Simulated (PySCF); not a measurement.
Li(Me) (CH₃Li), SMILES [Li][CH3].

Coordinates come from a PBE0-D3(BJ)/def2-TZVPD optimisation. The isomer is the one that the SMILES or the coordinates give; other isomers of the formula were not compared.

All values below come from PySCF with B3LYP/def2-TZVPD.

Symmetry labels are those of the subgroup Cs that the program uses (full group C3v).

Problem. List the valence orbital energies around the gap with their symmetry. (An estimate is asked for; the answer gives what the named calculation found.)

Solution. 
```csv
orbital,symmetry,energy (eV)
HOMO−5,A',-273.99
HOMO−4,A',-54.04
HOMO−3,A',-16.14
HOMO−2,A",-8.60
HOMO−1,A',-8.60
HOMO,A',-4.86
LUMO,A',-1.35
LUMO+1,A",0.02
LUMO+2,A',0.02
LUMO+3,A',0.45
```
